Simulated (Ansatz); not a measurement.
Computed with Ansatz on PBE0-D4/def2-TZVP structures; ΔE is electronic, products minus reactants. CCSD(T)/CBS is the MP2 limit (def2-TZVPP, def2-QZVPP) plus CCSD(T) − MP2 in def2-TZVPP, frozen cores. This one scheme is used for every species. DFT in def2-TZVPP. HSE06 is defined as in plane-wave codes. def2 core potentials past Kr. For Hf outer-core shells are correlated without core-valence functions, which leaves a few kJ/mol of doubt a bond. Each species was taken in one conformer, which may not be the lowest.

`F[SiH3]` + `[OH][Hf]([Cl])([Cl])[Cl]` → `[SiH3][O][Hf]([Cl])([Cl])[Cl]` + H–F  (ligand exchange at the Si–F bond)

`F[SiH3]`:

Cartesian coordinates in Å:
```
F 0.853 0.002 1.305
Si -0.022 0.000 -0.034
H -1.215 0.850 0.188
H -0.424 -1.396 -0.326
H 0.808 0.544 -1.134
```

`[OH][Hf]([Cl])([Cl])[Cl]`:

```xyz
6

O     0.344    1.022    1.015
Hf   -0.094   -0.277   -0.275
Cl   -0.435    0.770   -2.336
Cl    1.663   -1.809   -0.450
Cl   -2.044   -1.385    0.380
H     0.567    1.680    1.666
```

`[SiH3][O][Hf]([Cl])([Cl])[Cl]`:

```xyz
9

Si    0.635    1.662   -0.499
O     0.066    0.178   -0.052
Hf   -0.586   -1.531    0.460
Cl    1.129   -3.089    0.177
Cl   -1.238   -1.431    2.699
Cl   -2.407   -2.064   -0.899
H     0.010    2.045   -1.788
H     2.108    1.583   -0.651
H     0.282    2.646    0.553
```

H–F:

Z-matrix (Å, degrees):
```
F
H 1 0.920
```

(1) Is it downhill or uphill in electronic energy at CCSD(T)/CBS, and by how much? (An estimate is asked.)

(2) What do these levels give: revPBE-D4, PBE0-D4, HSE06-D4, ωB97M-V, B2PLYP, SCS-MP2/def2-TZVPP? (An estimate is asked.)

Largest T1 diagnostic among the species: 0.014.

## Answers

(1) Computed: Uphill: ΔE = +13.9 kJ/mol.

(2) The calculation gave: revPBE-D4 14.6, PBE0-D4 15.9, HSE06-D4 15.5, ωB97M-V 21.2, B2PLYP 19.9, SCS-MP2/def2-TZVPP 13.1 kJ/mol.

In def2-TZVPP, CCSD(T) changes the Hartree–Fock value by −12.8 kJ/mol (the triples alone add −1.9 kJ/mol) and MP2 by −14.1 kJ/mol. From BLYP to BHLYP (50 % exact exchange), in def2-TZVPP and without D4, ΔE moves by −3.1 kJ/mol.
